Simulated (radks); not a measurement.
Results of a calculation; reference values are marked as such.
Spherical jellium clusters: N electrons in a uniform positive sphere of charge N and radius rs N^(1/3), rs = 2.22 bohr. Level of theory: non-relativistic Kohn-Sham, LDA (Slater exchange, Perdew-Wang correlation), spin-polarised, spherical densities (a radial shooting solver with Libxc functionals). Levels are named by radial order and angular momentum (1s, 1p, 1d, 2s, ...), and open shells are averaged over m.

N = 29, configuration 1s2 1p6 1d10 2s2 1f(up 7, down 2). This is the lowest configuration that the search found. Occupied and some empty levels:

level    occupation  eigenvalue (eV)  <r> (bohr)
1s up             1          -11.634       3.921
1s down           1          -11.367       3.798
1p up             3          -9.3483       4.848
1p down           3          -8.9362       4.781
1d up             5          -6.7011       5.527
1d down           5          -6.2182       5.510
2s up             1          -5.9885       4.841
2s down           1          -5.6887       4.913
1f up             7          -3.7820       6.174
1f down           2          -3.2859       6.214
2p up             0          -2.9487       6.164
2p down           0          -2.6795       6.265
1g up             0         -0.76086       7.063
2d up             0         -0.60955       8.884
2d down           0         -0.42695       9.386
1g down           0         -0.32079       7.281

Energy (eV): total -17.5675, kinetic 148.59, external -3902.1, Hartree 1895.9, exchange-correlation -173.11, background 2013.2.

Electron density:

r (bohr)  n(r) (e/bohr^3)
0.227             0.02719
1.08              0.02428
1.94              0.02034
2.80              0.01914
3.65              0.02125
4.51              0.02308
5.37              0.02045
6.22              0.01337
7.08             0.006340
7.93             0.002441
8.79            0.0008536
9.65            0.0002851
10.5           0.00009351
11.4           0.00003024
